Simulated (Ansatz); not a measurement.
Start from `[OH][Al]([SiH3])[Br]` and change one element to get `[OH][Al]([SiH3])[Cl]`.

Ansatz, PBE0-D4/def2-TZVP geometries, multiplicity 1. Each molecule was computed in one conformer, which needn't be the lowest.

Scalar relativity is left out up to krypton. Spin–orbit coupling is left out; it splits and shifts lone-pair levels of the heavy atoms by tenths of an eV.

```csv
property,`[OH][Al]([SiH3])[Br]`
HOMO energy (ωB97M-V/def2-TZVPP) / eV,-10.09
HOMO–LUMO gap (PBE0/def2-TZVPP) / eV,6.70
LUMO energy (B3LYP/def2-TZVPP) / eV,-1.54
LUMO energy (PBE0/def2-TZVPP) / eV,-1.38
HOMO energy (PBE0/def2-TZVPP) / eV,-8.08
LUMO energy (PBE/def2-TZVPP) / eV,-2.12
```

**Question.** Give the same properties after the change, and the shifts. (An estimate is asked.)

**Answer.** Ansatz gave: 
| property | `[OH][Al]([SiH3])[Cl]` | shift |
| --- | --- | --- |
| HOMO energy (ωB97M-V/def2-TZVPP) / eV | -10.22 | -0.13 |
| HOMO–LUMO gap (PBE0/def2-TZVPP) / eV | 6.89 | 0.19 |
| LUMO energy (B3LYP/def2-TZVPP) / eV | -1.49 | 0.05 |
| LUMO energy (PBE0/def2-TZVPP) / eV | -1.32 | 0.06 |
| HOMO energy (PBE0/def2-TZVPP) / eV | -8.22 | -0.14 |
| LUMO energy (PBE/def2-TZVPP) / eV | -2.07 | 0.05 |

With PBE0 the HOMO falls by 0.14 eV and the LUMO rises by 0.06 eV, so the gap widens by about 0.20 eV. PBE moves the HOMO by -0.13 eV and ωB97M-V by -0.13 eV.

Positive LUMOs are unbound, so they and the gaps depend on the basis.

B3LYP here is the variant with VWN-RPA as its local correlation; programs differ in this.
